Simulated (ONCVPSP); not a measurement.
Before and after: ONCV potential for La (Z = 57)

```
Element                 : lanthanum
Generator               : ONCVPSP 4.0.1
Type                    : optimised norm-conserving Vanderbilt (ONCV)
Functional              : PBE
Relativity              : scalar-relativistic
Frozen core             : [Kr]
Valence charge          : 21
Reference configuration : 4d10 5s2 5p6 5d1 6s2
Partial waves           : 5s+6s: rc 2.95 bohr, ncon 3, nbas 7, qcut 3.4 1/bohr, 3 projectors, debl 3.5 Ha; 5p: rc 1.75 bohr, ncon 4, nbas 7, qcut 5.2 1/bohr, 1 projector; 4d+5d: rc 1.35 bohr, ncon 4, nbas 9, qcut 11.4 1/bohr, 2 projectors; f scattering state at 0.02 Ha: rc 2.70 bohr, ncon 4, nbas 7, qcut 4.7 1/bohr, 1 projector
Local potential         : polynomial inside 0.95 bohr (lpopt 5, dvloc0 6 Ha)
Core correction         : Teter function fitted to the true core (icmod 2), fcfact 0.6
```

In the f channel the program set the typed energies aside and used -0.160 Ha.

All-electron outer shells of the reference configuration (PBE, scalar-relativistic, ld1.x):

```csv
shell,level (eV),outermost node (bohr),outermost maximum (bohr)
4d,-103.85,0.32,0.68
5s,-38.92,0.77,1.41
5p,-22.40,0.83,1.58
6s,-3.68,1.86,3.84
5d,-3.09,0.95,2.21
```

Change: s: qcut 4.8; p: qcut 7.3; d: qcut 16.1; f: qcut 6.6.

Cutoffs: the cutoffs (Ha) at which the residual kinetic energy of the hardest occupied pseudo-wave falls to 1 and 0.1 mHa per electron; they do not see the model core or the augmentation charge, which bear on the density cutoff. Errors are all-electron minus pseudo energies relative to the spin-unpolarised reference configuration.

What does the change do?

The potential gets harder (52 Ha and 58 Ha → 64 Ha and 73 Ha); both files keep a bound ghost (p, s); the number of tests with a reliable result goes from 4 to 2.

| quantity | base | changed |
| --- | --- | --- |
| cutoff, loose | 52 Ha | 64 Ha |
| cutoff, tight | 58 Ha | 73 Ha |
| loose cutoff by channel | s 2.9 Ha, p 14 Ha, d 52 Ha | s 6.0 Ha, p 16 Ha, d 64 Ha |
| bound ghosts | s, p | s, p |
| GHOST(+) flags under 300 eV | none | none |
| tests with a reliable result | 4 of 4 | 2 of 4 |
| error for 4d10 5s2 5p6 5d1 6s1, meV [ΔE 5.97 eV] | -2.1 | -1.6 |
| error for 4d10 5s2 5p6 5d1 6s0, meV [ΔE 16.85 eV] | -13 | -7.9 |
| s: phases at 3.00 bohr within 0.05 rad from the reference energy up to (Ha; the scan ends near 5) | to the end of the scan | to the end of the scan |
| p: phases at 1.78 bohr within 0.05 rad from the reference energy up to (Ha; the scan ends near 5) | 4.0 | 3.8 |
| d: phases at 1.37 bohr within 0.05 rad from the reference energy up to (Ha; the scan ends near 5) | to the end of the scan | to the end of the scan |
| f: phases at 2.74 bohr within 0.05 rad from the reference energy up to (Ha; the scan ends near 5) | 0.0 | 0.1 |
| rms error of d²Exc/dni dnj with the model core, mHa | 2.55 | 1.96 |

 A true bound ghost makes a file unfit for plane-wave use even where its test errors are small: the radial tests pick states by their node count and pass the ghost by.
